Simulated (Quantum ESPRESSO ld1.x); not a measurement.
Results of a calculation; reference values are marked as such.
Problem. All-electron atom: the mercury ion Hg34+ in [Kr] 4d10. Level of theory: Dirac Kohn-Sham, PBE, spin-unpolarised, spherical densities, point nucleus (ld1.x of Quantum ESPRESSO 7.5). Some entries of the table are withheld. Estimate them.

| orbital | occ. | eigenvalue (hartree) | <r> (bohr) |
|---|---|---|---|
| 1s1/2 | 2 | -3100.73 | 0.01658 |
| 2s1/2 | 2 | -589.514 | 0.06926 |
| 2p1/2 | 2 | -567.403 | 0.05695 |
| 2p3/2 | 4 | -495.873 | 0.06563 |
| 3s1/2 | 2 | (1) | 0.1793 |
| 3p1/2 | 2 | (2) | (3) |
| 3p3/2 | 4 | (4) | (5) |
| 3d3/2 | 4 | -135.276 | 0.1611 |
| 3d5/2 | 6 | -131.850 | 0.1658 |
| 4s1/2 | 2 | -72.6712 | 0.3750 |
| 4p1/2 | 2 | -68.4107 | (6) |
| 4p3/2 | 4 | -63.7645 | (7) |
| 4d3/2 | 4 | (8) | 0.3906 |
| 4d5/2 | 6 | (9) | 0.3979 |

Solution. 
(1) 3s1/2 eigenvalue (hartree): -177.270
(2) 3p1/2 eigenvalue (hartree): -167.436
(3) 3p1/2 <r> (bohr): 0.1697
(4) 3p3/2 eigenvalue (hartree): -151.412
(5) 3p3/2 <r> (bohr): 0.1851
(6) 4p1/2 <r> (bohr): 0.3729
(7) 4p3/2 <r> (bohr): 0.3985
(8) 4d3/2 eigenvalue (hartree): -56.8840
(9) 4d5/2 eigenvalue (hartree): -55.9288
